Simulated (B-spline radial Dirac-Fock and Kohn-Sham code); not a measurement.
## Relativistic shifts of the levels of Ga²⁺

System: Ga²⁺, configuration [Ar] 3d10 4s1.

Both columns are ΔSCF binding energies of the configuration average from a radial atomic solver: non-relativistic Hartree-Fock with a point nucleus, and Dirac-Fock with a finite nucleus and the Coulomb interaction alone, averaged over the two j levels with weights 2j+1.

```
shell  Hartree-Fock (eV)  Dirac-Fock (eV)  shift (eV)  shift (%)
   1s            10280.9          10418.8     +137.84      +1.34
   2s             1307.0           1337.6      +30.62      +2.34
   2p             1150.8           1157.7       +6.94      +0.60
   3p              136.5            137.7       +1.20      +0.88
   3d              47.67            47.07       -0.61      -1.28
   4s              29.18            29.63       +0.45      +1.54
```

Relativity binds 1s, 2s, 2p, 3p, 4s more strongly, among those listed most of all 2s in relative terms, and 3d more weakly, because the contracted s and p shells screen the nucleus better.

Values without a named source are computed, but for edge energies of neutral atoms, which are taken from tables.
